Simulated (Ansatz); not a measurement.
`[SiH3][Se]BCl` + `C[CH2][GeH]([SiH3])[Cl]` → `[SiH3][GeH]([Cl])[BH]Cl` + `CC[Se][SiH3]`  (redistribution)

Program: Ansatz. Geometries: PBE0-D4/def2-TZVP. ΔE: electronic, gas phase. CCSD(T)/CBS adds triple-zeta CCSD(T) − MP2 to the extrapolated MP2 energy (def2 sets, frozen cores). Functionals use def2-TZVPP. B3LYP here is the variant with VWN-RPA as its local correlation; programs differ in this. For Ge, Se outer-core shells are correlated without core-valence functions, which leaves a few kJ/mol of doubt a bond. Scalar relativity is left out up to krypton. One conformer a species, not always the lowest.

```json
{"level": "ωB97M-V", "ΔE (kJ/mol)": "113.8"}
{"level": "B3LYP", "ΔE (kJ/mol)": "107.7"}
{"level": "SCS-MP2/def2-QZVPP", "ΔE (kJ/mol)": "116.4"}
{"level": "CCSD/CBS(def2)", "ΔE (kJ/mol)": "113.2"}
```

Problem. What does CCSD(T)/CBS give? (An estimate is asked.)

Solution. Ansatz gave: +114.3 kJ/mol. The listed levels differ from it by -0.5, -6.6, 2.1, -1.1 kJ/mol.

Largest T1 diagnostic among the species: 0.012.

In def2-TZVPP, CCSD(T) changes the Hartree–Fock value by +5.3 kJ/mol (the triples alone add +1.1 kJ/mol) and MP2 by +12.6 kJ/mol.
